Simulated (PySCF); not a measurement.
N-silylprop-2-yn-1-amine (C3H7NSi), SMILES C#CCN[SiH3]. Atoms are numbered in the order given.

```xyz
12

C      2.1964     1.5931     0.3624
C      1.5826     0.5552     0.4772
C      0.8223    -0.6968     0.5797
N     -0.1829    -0.8908    -0.4429
Si    -1.7486    -0.1337    -0.3844
H      2.7392     2.5151     0.2652
H      0.3342    -0.7316     1.5698
H      1.5335    -1.5419     0.5773
H      0.2203    -1.0284    -1.3645
H     -2.3350    -0.4236     0.9593
H     -2.5710    -0.7471    -1.4687
H     -1.7683     1.3547    -0.5725
```
Charge 0, spin multiplicity 1.

Coordinates come from a PBE0-D3(BJ)/def2-SVP optimisation. The values are those of a single conformer.

Level of theory: PBE/pcSseg-1 run with PySCF.

GIAO shieldings, no solvent; atoms listed in one row are averaged. δ = σ(ref) − σ: ¹³C against TMS (σ = 182.0 ppm); ¹⁵N against NH3 (σ = 267.0 ppm); ²⁹Si against TMS (σ = 335.4 ppm); ¹H against TMS (σ = 31.49 ppm), references at their B3LYP-D3(BJ)/def2-TZVP geometries, non-relativistic.

```
nucleus          atoms  count  δ (ppm)
-------  -------------  -----  -------
¹³C                 C2      1     87.2
¹³C                 C1      1     75.8
¹³C                 C3      1     41.2
¹⁵N                 N4      1     31.5
²⁹Si               Si5      1    -52.3
¹H       H10, H11, H12      3     5.07
¹H                  H8      1     4.23
¹H                  H7      1     3.75
¹H                  H6      1     2.28
¹H                  H9      1     0.09
```
